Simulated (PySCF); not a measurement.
InFI2, SMILES [I][In]([I])[F]. Atoms are numbered in the order given.

```xyz
4

In     0.0000     0.0000     0.6730
F      0.0000     0.0000     2.6231
I      0.0000     2.3485    -0.5338
I      0.0000    -2.3485    -0.5338
```

Geometry: PBE0-D3(BJ)/def2-SVP. The structure was generated by enumeration; whether it is a known compound was not checked. The def2 effective core potentials stand for the cores of I, In; spin–orbit coupling is left out.

Method: PBE0/def2-TZVP run with PySCF.

The molecule is in vacuum.

```
Property                                                                                                         Value
---------------------------------------------------------------------------------------------  -----------------------
total energy                                                                                        -885.51752 hartree
point group                                                                                                        C2v
highest occupied level                                                                                        -8.14 eV
lowest empty level                                                                                            -3.17 eV
orbital gap                                                                                                    4.97 eV
dipole moment                                                                                                   1.88 D
quadrupole, principal values (traceless, Buckingham form, about the centre of nuclear charge)   -11.59, 4.71, 6.88 D·Å
mean static polarisability                                                                      102.2 bohr³ (15.14 Å³)
polarisability, principal values                                                               68.6, 88.0, 149.9 bohr³
```
